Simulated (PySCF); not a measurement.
How methods differ on the ionisation energy of Xe²⁺

Xe²⁺ [Kr] 4d10 5s2 5p4 (3P) → Xe³⁺ [Kr] 4d10 5s2 5p3 (4S), as a difference of total energies. All numbers are calculated (PySCF 2.14, a scalar-relativistic core potential, in aug-cc-pVTZ-PP with ECP28MDF (6s5p4d2f, 55 functions)). Correlated levels: valence: 4s2 4p6 4d10 frozen. The calculations carry no spin-orbit coupling.

```tsv
method	ionisation energy (eV)	difference from reference (eV)
UHF	29.366	-1.684
MP2 (valence)	30.000	-1.050
SCS-MP2 (valence)	30.066	-0.984
CCSD (valence)	30.132	-0.918
CCSD(T) (valence)	30.154	-0.896
```

Reference: 31.05 ± 0.04 eV (semi-empirical (NIST evaluation); NIST Atomic Spectra Database, ionization energies).

The reference lies between the lowest fine-structure levels, while these numbers refer to the centres of the terms.

Errors of the correlated levels include the incompleteness of this basis and the frozen core.
